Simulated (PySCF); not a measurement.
**Dipole response of Zn⁺ (zinc, charge +1)**

[Ar] 3d9 4s1 4p1, one real determinant (an excited configuration). Calculation: PySCF 2.14, in aug-cc-pVQZ-DK (9s8p6d4f3g2h, 140 functions); the spin-free X2C one-electron Hamiltonian (Gaussian nucleus). Coupled (time-dependent) response in atomic units; α is the mean over directions.

| method | mean α (bohr³) | α xx, yy, zz | C₆ (like pair) | S(−4) |
| --- | --- | --- | --- | --- |
| PBE | 21.09 | 19.89, 19.89, 23.50 | 113.3 | 232.1 |

S(−4) is the Cauchy moment in α(ω) = α(0) + S(−4) ω² + …

α(iu) at PBE:

```tsv
u (hartree)	α(iu) (bohr³)
0	21.09
0.0500	20.53
0.100	19.04
0.200	14.92
0.300	11.23
0.500	6.704
0.750	4.128
1.00	2.892
1.50	1.757
2.00	1.238
3.00	0.7506
5.00	0.3827
```

For an ion, C₆ is the dispersion term alone; charge-induced terms of lower order in 1/R come first.

The components differ because the open shell of this determinant is not spherical; for a pure term their mean is the scalar polarisability.

⟨L²⟩ = 8.01 against 12 for a pure F term, so this real determinant mixes terms.
